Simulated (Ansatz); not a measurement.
Reaction (redistribution): `C[SiH2]N[SiH3]` + `SC[NH][GeH3]` → `C[SiH2][NH][GeH3]` + `[SiH3]NCS`

Computed with Ansatz on PBE0-D4/def2-TZVP structures; ΔE is electronic, products minus reactants. CCSD(T)/CBS is the MP2 limit (def2-TZVPP, def2-QZVPP) plus CCSD(T) − MP2 in def2-TZVPP, frozen cores. Functionals use def2-TZVPP. B3LYP here is the variant with VWN-RPA as its local correlation; programs differ in this. For Ge outer-core shells are correlated without core-valence functions, which leaves a few kJ/mol of doubt a bond. Scalar relativity is left out up to krypton. Each species was taken in one conformer, which may not be the lowest.

Is it downhill or uphill in electronic energy at CCSD(T)/CBS, and by how much? (An estimate is asked.)

Computed: Uphill: ΔE = +2.0 kcal/mol.

What do these levels give: B3LYP-D4, SCS-MP2/def2-TZVPP, CCSD(T)/def2-TZVPP, HF/def2-QZVPP, HF/CBS(def2), CCSD/CBS(def2)? (Best estimate.)

Ansatz gave: B3LYP-D4 1.8, SCS-MP2/def2-TZVPP 1.5, CCSD(T)/def2-TZVPP 1.7, HF/def2-QZVPP 0.5, HF/CBS(def2) 0.5, CCSD/CBS(def2) 1.7 kcal/mol.

Largest T1 diagnostic among the species: 0.011.

In def2-TZVPP, CCSD(T) changes the Hartree–Fock value by +1.2 kcal/mol (the triples alone add +0.3 kcal/mol) and MP2 by +1.3 kcal/mol.
